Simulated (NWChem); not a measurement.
Molecule: AlN2H5O; SMILES [NH2][Al]([OH])[NH2]

```xyz
9

Al     0.0210     0.0036    -0.0038
O      1.6394     0.5968    -0.0142
H      2.4045     0.0379     0.1845
N     -0.3685    -1.7391     0.0035
H      0.2973    -2.4985    -0.1456
H     -1.3067    -2.1253     0.1229
N     -1.2653     1.2338     0.0035
H     -2.2625     1.0665    -0.1325
H     -1.0847     2.2355     0.0843
```
Atoms are numbered in this order, from 1.

Computed with NWChem. The geometry was optimised at PBE-D3(BJ)/def2-SVP. Ions are spin-unrestricted doublets at the neutral geometry; other ion states weren't tried. Functional: LC-ωPBE (HJS hole) with def2-SVP; rows give the range parameter ω in 1/bohr.

```json
[
 {"range parameter (1/bohr)": "0.10", "vertical ionisation energy, ΔSCF (eV)": "8.47", "−ε(HOMO) (eV)": "6.49", "ΔSCF minus −ε(HOMO) (eV)": "1.98"},
 {"range parameter (1/bohr)": "0.20", "vertical ionisation energy, ΔSCF (eV)": "8.76", "−ε(HOMO) (eV)": "7.75", "ΔSCF minus −ε(HOMO) (eV)": "1.01"},
 {"range parameter (1/bohr)": "0.30", "vertical ionisation energy, ΔSCF (eV)": "9.12", "−ε(HOMO) (eV)": "8.72", "ΔSCF minus −ε(HOMO) (eV)": "0.40"},
 {"range parameter (1/bohr)": "0.35", "vertical ionisation energy, ΔSCF (eV)": "(withheld)", "−ε(HOMO) (eV)": "(withheld)", "ΔSCF minus −ε(HOMO) (eV)": "(withheld)"},
 {"range parameter (1/bohr)": "0.60", "vertical ionisation energy, ΔSCF (eV)": "9.75", "−ε(HOMO) (eV)": "10.35", "ΔSCF minus −ε(HOMO) (eV)": "-0.60"}
]
```

Some entries are withheld; supply them.


- 0.35, vertical ionisation energy, ΔSCF (eV): 9.28
- 0.35, −ε(HOMO) (eV): 9.11
- 0.35, ΔSCF minus −ε(HOMO) (eV): 0.17
